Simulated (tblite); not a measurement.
C₅H₁₀O₃Si.
Cartesian coordinates in Å at the GFN2-xTB level; atoms count from 1:
```xyz
19
C5H10O3Si angstrom
C      3.6656   -0.0056    0.0762
C      2.3604   -0.0384   -0.6664
O      2.2277    0.1786   -1.8398
O      1.3345   -0.3327    0.1216
Si    -0.1868   -0.5452   -0.4894
C     -1.3144    0.9691   -0.6610
C     -2.6150    0.3629   -0.1354
C     -2.2474   -0.5864    1.0087
O     -1.0080   -1.2028    0.7499
H      3.6306    0.7840    0.8238
H      3.8080   -0.9514    0.5934
H      4.4832    0.1750   -0.6150
H     -0.1516   -1.4395   -1.6365
H     -1.4459    1.3679   -1.6621
H     -0.9903    1.7889   -0.0177
H     -3.0788   -0.2181   -0.9332
H     -3.3278    1.1140    0.2048
H     -2.1568   -0.0390    1.9527
H     -2.9972   -1.3722    1.1332
```

Computed with GFN2-xTB (tblite): harmonic, unscaled wavenumbers at the GFN2-xTB geometry, gas phase. The method is semi-empirical: single wavenumbers can be off by several per cent or more. Modes of hydrogen on silicon can be 10 to 20 % off. One conformer, not necessarily the lowest.

Harmonic wavenumbers (cm⁻¹): 35.0, 57.7, 66.6, 78.0, 128.7, 185.4, 201.3, 244.2, 346.0, 430.3, 568.1, 569.1, 600.4, 621.7, 715.5, 749.2, 772.4, 823.0, 839.0, 881.6, 943.9, 969.8, 984.4, 1004.2, 1014.0, 1055.9, 1111.5, 1143.9, 1167.8, 1219.2, 1228.2, 1258.1, 1317.1, 1327.1, 1362.0, 1440.4, 1442.0, 1465.4, 1482.7, 1494.2, 1776.0, 2348.5, 2919.4, 2950.5, 2973.4, 2990.1, 2997.1, 3028.1, 3038.6, 3041.3, 3065.4.

A = 3657, B = 780.6, C = 704.9 MHz; mass 146.040 u (most abundant isotopes); point group C1, symmetry number 1.

Q: Zero-point energy?

A: ½Σν̃ = 32237 cm⁻¹ = 385.64 kJ/mol.

Q: What is S at 400 K and 1 bar for an ideal gas of classical rigid rotors and harmonic oscillators?

A: Translation 177.12, rotation 126.92, vibration 184.60: S = 488.6 J/(mol K).

Q: And Cp and H(400 K) − H(0)?

A: Cp = 205.57 J/(mol K), of which vibrations give 172.32 (their classical limit is 51 R = 424.0); H(400 K) − H(0) = 49.11 kJ/mol without the zero-point energy, 35.80 from vibrations.

Q: How do the functions run with temperature in this model?

A: 
```json
{"T (K)": "50", "S (J/(mol K))": "257.2", "Cp (J/(mol K))": "64.6", "H − H(0) (kJ/mol)": "2.37", "G − H(0) (kJ/mol)": "-10.48", "ln q(vib)": "0.97"}
{"T (K)": "100", "S (J/(mol K))": "309.0", "Cp (J/(mol K))": "85.8", "H − H(0) (kJ/mol)": "6.17", "G − H(0) (kJ/mol)": "-24.73", "ln q(vib)": "2.72"}
{"T (K)": "298.15", "S (J/(mol K))": "434.8", "Cp (J/(mol K))": "162.5", "H − H(0) (kJ/mol)": "30.32", "G − H(0) (kJ/mol)": "-99.30", "ln q(vib)": "8.66"}
{"T (K)": "373.15", "S (J/(mol K))": "474.7", "Cp (J/(mol K))": "194.7", "H − H(0) (kJ/mol)": "43.73", "G − H(0) (kJ/mol)": "-133.42", "ln q(vib)": "10.71"}
{"T (K)": "500", "S (J/(mol K))": "538.5", "Cp (J/(mol K))": "241.8", "H − H(0) (kJ/mol)": "71.53", "G − H(0) (kJ/mol)": "-197.73", "ln q(vib)": "14.10"}
{"T (K)": "750", "S (J/(mol K))": "649.9", "Cp (J/(mol K))": "306.8", "H − H(0) (kJ/mol)": "140.77", "G − H(0) (kJ/mol)": "-346.68", "ln q(vib)": "20.51"}
{"T (K)": "1000", "S (J/(mol K))": "744.3", "Cp (J/(mol K))": "348.4", "H − H(0) (kJ/mol)": "223.03", "G − H(0) (kJ/mol)": "-521.28", "ln q(vib)": "26.46"}
```

q(vib) and H(0) count from the zero-point level.

Q: Which modes carry the vibrational entropy at 400 K?

A: 35.0 cm⁻¹: 25.55; 57.7 cm⁻¹: 21.40; 66.6 cm⁻¹: 20.22; 78.0 cm⁻¹: 18.91; 128.7 cm⁻¹: 14.79; 185.4 cm⁻¹: 11.84 J/(mol K); the other 45 give 71.90 together.

Q: What must be added to the electronic energy to get the Gibbs energy at 400 K and 1 bar?

A: ZPE + [H(400 K) − H(0)] − T·S = 385.64 + 49.11 − 195.46 = 239.29 kJ/mol.

Hindered rotation and anharmonicity are outside this model. Other conformers, if any are populated, would add a mixing term that is left out. The structure is chiral; the term R ln 2 for an equal mix with its mirror image is left out.
